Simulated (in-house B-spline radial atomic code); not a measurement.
# The titanium ion Ti⁶⁺: [Ne] 3s2 3p4

Method: non-relativistic PBE0, spin-polarised, spherical fractional occupations, exact exchange averaged over the configuration, point nucleus. Calculated with an all-electron radial atomic-structure program (B-spline basis).

Effective charges: Z_r = [3n² - l(l+1)]/(2<r>) from the radius, Z_e = n√(-2ε) from the energy, and Slater's rules. Values are occupation-weighted means over spin.

| shell | electrons | ε (eV) | <r> (bohr) | Z_r | Z_e | Slater |
| --- | --- | --- | --- | --- | --- | --- |
| 1s | 2 | -4985.5 | 0.07016 | 21.38 | 19.14 | 21.70 |
| 2s | 2 | -653.27 | 0.326 | 18.40 | 13.86 | 17.85 |
| 2p | 6 | -563.26 | 0.2896 | 17.27 | 12.87 | 17.85 |
| 3s | 2 | -160.04 | 0.9409 | 14.35 | 10.29 | 11.45 |
| 3p | 4 | -135.75 | 0.9676 | 12.92 | 9.48 | 11.45 |

The least bound orbital is 3p down at -132.7 eV, and it is also the most diffuse (<r> = 0.9723 bohr).

The density falls to 0.001 bohr⁻³ at 2.292 bohr; Σ<r²> = 7.2265 bohr² gives, by the non-relativistic formula and without the paramagnetism of open shells, a Langevin diamagnetic susceptibility of -5.723×10⁻⁶ cm³/mol.
